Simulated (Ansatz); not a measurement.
Consider the redistribution: `C=C([SiH3])[SiH2]O` + `C[BH][GeH3]` → `O[SiH2][BH][GeH3]` + `C=C(C)[SiH3]`.

Gas-phase electronic energies from Ansatz, PBE0-D4/def2-TZVP geometries. CCSD(T)/CBS is the MP2 limit (def2-TZVPP, def2-QZVPP) plus CCSD(T) − MP2 in def2-TZVPP, frozen cores. Functionals use def2-TZVPP. B3LYP here is the variant with VWN-RPA as its local correlation; programs differ in this. For Ge outer-core shells are correlated without core-valence functions, which leaves a few kJ/mol of doubt a bond. Scalar relativity is left out up to krypton. Each species was taken in one conformer, which may not be the lowest.

`C=C([SiH3])[SiH2]O`:

```xyz
13

C     0.370   -1.286    0.879
C     0.241   -0.259    0.031
Si    1.716    0.298   -0.966
Si   -1.412    0.584   -0.129
O    -2.493    0.043    0.993
H    -0.464   -1.646    1.479
H     1.310   -1.820    1.010
H     2.101    1.688   -0.601
H     2.861   -0.615   -0.703
H     1.401    0.289   -2.420
H    -2.012    0.286   -1.452
H    -1.208    2.055   -0.004
H    -2.412    0.382    1.884
```

`C[BH][GeH3]`:

Cartesian coordinates in Å:
```
C -0.021 -0.164 1.589
B 0.523 0.433 0.268
Ge -0.264 -0.006 -1.591
H 0.134 0.463 2.470
H 0.624 -1.050 1.743
H -1.045 -0.538 1.562
H 1.484 1.150 0.300
H -0.886 1.270 -2.198
H -1.369 -1.081 -1.561
H 0.820 -0.476 -2.582
```

`O[SiH2][BH][GeH3]`:

Z-matrix (Å, degrees):
```
Si
B 1 2.000
O 1 1.654 2 114.6
H 1 1.486 2 113.2 3 -120.6
H 1 1.500 2 104.4 3 122.2
Ge 2 2.058 1 122.9 3 -13.4
H 2 1.197 1 119.6 3 167.9
H 3 0.958 1 117.1 2 41.7
H 6 1.543 2 107.5 1 102.1
H 6 1.544 2 113.0 1 -15.4
H 6 1.539 2 113.8 1 -138.8
```

`C=C(C)[SiH3]`:

Cartesian coordinates in Å:
```
C -0.573 0.773 -1.282
C 0.014 0.150 -0.261
C 1.504 0.015 -0.164
Si -1.037 -0.582 1.100
H -1.651 0.871 -1.355
H 0.008 1.211 -2.091
H 1.882 0.472 0.757
H 2.006 0.489 -1.011
H 1.803 -1.037 -0.133
H -0.783 -2.045 1.223
H -2.475 -0.354 0.805
H -0.697 0.037 2.411
```

Q: Is it downhill or uphill in electronic energy at CCSD(T)/CBS, and by how much? (Estimate.)

A: The calculation gave: Uphill: ΔE = +66.7 kJ/mol.

Q: What do these levels give: PBE-D4, ωB97X-V, B2PLYP, PBE0, B3LYP, HF/def2-TZVPP, SCS-MP2/def2-TZVPP, CCSD/def2-TZVPP, CCSD(T)/def2-TZVPP, HF/def2-QZVPP, MP2/def2-QZVPP, MP2/CBS(def2)? (Best estimate.)

A: Computed: PBE-D4 59.5, ωB97X-V 64.8, B2PLYP 68.2, PBE0 61.7, B3LYP 64.8, HF/def2-TZVPP 67.2, SCS-MP2/def2-TZVPP 70.1, CCSD/def2-TZVPP 65.3, CCSD(T)/def2-TZVPP 65.8, HF/def2-QZVPP 67.6, MP2/def2-QZVPP 73.9, MP2/CBS(def2) 74.1 kJ/mol.

Largest T1 diagnostic among the species: 0.013.
